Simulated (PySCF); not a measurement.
A TDDFT job, as run on `FCC1=CCC=CO1`.

Method: TDDFT CAM-B3LYP/def2-SVPD, vertical, gas phase, core orbitals frozen in the response in PySCF.

Input of the driver that calls PySCF (job settings, then Cartesian coordinates in Å):

```
{"job": {"kind": "uv", "xc": "CAM-B3LYP", "basis": "def2-SVPD", "nstates": 8, "ntriplets": 3}, "charge": 0, "multiplicity": 1}
F      2.9209    -0.9236    -0.0162
C      2.2941     0.2620     0.2482
C      0.8022     0.1445     0.0997
C      0.1518    -0.9573    -0.2438
C     -1.3434    -1.0108    -0.3733
C     -1.9181     0.3417    -0.0629
C     -1.1600     1.3729     0.2696
O      0.2038     1.3525     0.3733
H      2.6912     1.0069    -0.4515
H      2.5554     0.5503     1.2733
H      0.7077    -1.8592    -0.4398
H     -1.7553    -1.7657     0.3090
H     -1.6240    -1.3204    -1.3883
H     -2.9880     0.4586    -0.1174
H     -1.5428     2.3559     0.4983
```

The self-consistent field part of the output:

```
coarse grid: 13032 points
cycle   1  E = -407.2531526107  dE =  1.479e+00  |g| = 6.336e-01  |ddm| = 8.005e+00
cycle   2  E = -407.2396954311  dE =  1.346e-02  |g| = 7.405e-01  |ddm| = 1.776e+00
cycle   3  E = -407.3331337808  dE = -9.344e-02  |g| = 6.043e-02  |ddm| = 8.303e-01
cycle   4  E = -407.3337478969  dE = -6.141e-04  |g| = 2.515e-02  |ddm| = 1.328e-01
cycle   5  E = -407.3338680195  dE = -1.201e-04  |g| = 9.214e-03  |ddm| = 5.816e-02
cycle   6  E = -407.3338841653  dE = -1.615e-05  |g| = 1.994e-03  |ddm| = 1.683e-02
cycle   7  E = -407.3338850103  dE = -8.450e-07  |g| = 5.164e-04  |ddm| = 4.442e-03
final grid: 127664 points
cycle   8  E = -407.4136068226  dE = -3.847e-05  |g| = 4.488e-03  |ddm| = 1.267e-01
cycle   9  E = -407.4136058154  dE =  1.007e-06  |g| = 5.333e-03  |ddm| = 1.911e-02
cycle  10  E = -407.4136109269  dE = -5.112e-06  |g| = 5.389e-04  |ddm| = 7.308e-03
cycle  11  E = -407.4136109803  dE = -5.335e-08  |g| = 2.241e-04  |ddm| = 1.263e-03
cycle  12  E = -407.4136109901  dE = -9.874e-09  |g| = 9.534e-05  |ddm| = 5.258e-04
cycle  13  E = -407.4136109919  dE = -1.744e-09  |g| = 1.020e-05  |ddm| = 1.484e-04
cycle  14  E = -407.4136109919  dE = -2.979e-11  |g| = 4.044e-06  |ddm| = 3.775e-05
converged SCF energy = -407.4136109919
```

**Question.** What follows in the output?

**Answer.** 
```
Static polarisability (au): isotropic 71.063, principal 51.276 73.761 88.152

Singlet excitations
state   eV       nm        f      main configurations
  1   5.3158    233.2   0.00980   H->L 0.98
  2   5.9793    207.4   0.00757   H->L+1 0.91
  3   6.7564    183.5   0.00036   H->L+2 0.77
  4   6.8821    180.2   0.00431   H->L+3 0.80
  5   7.0743    175.3   0.03034   H->L+5 0.63, H-1->L 0.35
  6   7.1766    172.8   0.00218   H->L+4 0.77, H->L+3 0.08
  7   7.5796    163.6   0.00040   H->L+6 0.61, H->L+8 0.28
  8   7.7875    159.2   0.01001   H-1->L+1 0.40, H->L+8 0.24

Triplet excitations (Tamm-Dancoff, eV): 3.9082 4.5515 5.8318
```

The SCF starts on a coarse grid; the energy jumps when the final grid takes over, and dE counts afresh there. The run used 222 basis functions and 14 SCF iterations for the ground state.

The run took 60 s (with the writing of density and orbital grids) on one thread of an Arm Neoverse V2, shared host with 96 logical CPUs at a one-minute load of 72, and the process peaked at 1.0 GiB of memory.

**Question.** What transition dipole does the oscillator strength of state 5, the strongest, imply?

**Answer.** From f = (2/3)·ΔE·|μ|² in atomic units, ΔE = 0.2600 Eh and f = 0.0303 give |μ| = 0.42 au (1.06 D).

Isolated species at its GFN2-xTB geometry (one conformer only).
